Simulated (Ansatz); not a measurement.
Consider the atomization: `C#CB(F)F` → B• + 2 C• + 2 F• + H•.

Computed with Ansatz on PBE0-D4/def2-TZVP structures; ΔE is electronic, products minus reactants. CCSD(T)/CBS is the MP2 limit (def2-TZVPP, def2-QZVPP) plus CCSD(T) − MP2 in def2-TZVPP, frozen cores. This one scheme is used for every species, atoms too. DFT in def2-TZVPP. B3LYP here is the variant with VWN-RPA as its local correlation; programs differ in this. HSE06 is defined as in plane-wave codes. No spin–orbit coupling; open shells (•) take unrestricted orbitals. Spin–orbit coupling would lower the free atoms: a little for B, C, F.

```tsv
level	ΔE (kJ/mol)	difference from CCSD(T)/CBS
LDA (SPW92)	3449.4	490.9
PBE-D4	3079.0	120.5
revPBE-D4	2975.9	17.4
BLYP-D4	2991.6	33.1
r2SCAN-D4	2988.7	30.2
PBE0-D4	2984.7	26.2
B3LYP-D4	2963.2	4.7
r2SCANh-D4	2956.8	-1.7
r2SCAN0-D4	2910.5	-48.0
HSE06-D4	2987.9	29.4
BHLYP-D4	2839.8	-118.7
CAM-B3LYP-D4	2983.2	24.7
ωB97X-V	2952.2	-6.3
ωB97M-V	2976.2	17.7
B2PLYP	2960.1	1.6
PBE-QIDH	2965.6	7.1
revPBE	2946.2	-12.3
BLYP	2971.7	13.2
r2SCAN	2986.6	28.1
PBE0	2977.5	19.0
B3LYP	2949.1	-9.4
r2SCANh	2954.5	-4.0
r2SCAN0	2908.1	-50.4
HSE06	2981.2	22.7
BHLYP	2829.8	-128.7
CAM-B3LYP	2975.9	17.4
LC-ωPBE	2976.1	17.6
HF/def2-SVP	2258.7	-699.8
MP2/def2-SVP	2982.6	24.1
CCSD/def2-SVP	2813.4	-145.1
CCSD(T)/def2-SVP	2854.0	-104.5
MP2/def2-TZVPP	3027.5	69.0
SCS-MP2/def2-TZVPP	2955.0	-3.5
CCSD/def2-TZVPP	2827.7	-130.8
CCSD(T)/def2-TZVPP	2886.7	-71.8
HF/def2-QZVPP	2223.7	-734.8
SCS-MP2/def2-QZVPP	3001.7	43.2
HF/CBS(def2)	2224.4	-734.1
MP2/CBS(def2)	3099.4	140.9
CCSD/CBS(def2)	2899.5	-59.0
CCSD(T)/CBS	2958.5	0
```

Largest T1 diagnostic among the species: 0.014.

From PBE to PBE0 (25 % exact exchange), in def2-TZVPP and without D4, ΔE moves by −92.7 kJ/mol: exact exchange takes away binding that semilocal exchange gives to molecules. At CCSD(T), def2-SVP lies −104.5 kJ/mol from the extrapolated value and def2-TZVPP −71.8 kJ/mol: correlation converges slowly with the basis, and small sets miss more of it in the bonded molecule than in its fragments.

For atomizations the MP2-based limit and the directly extrapolated one differ by several kJ/mol either way, and by 10 to 25 for some Ge, Se and Sn compounds, so smaller differences from it don't rank the levels.
